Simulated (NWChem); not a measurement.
System: SiH$_{2}$BrCl; SMILES Cl[SiH2]Br

Computed with NWChem. Pople sets run with spherical d functions. All runs use the structure optimised with PBE0/def2-SVP. Field at 589 nm.

Task: What does the run give for B3LYP/6-31G*? Quantities: isotropic polarisability (bohr³); anisotropy (bohr³).

Result: 
```json
{
 "isotropic polarisability (bohr³)": "46.9",
 "anisotropy (bohr³)": "23.0"
}
```
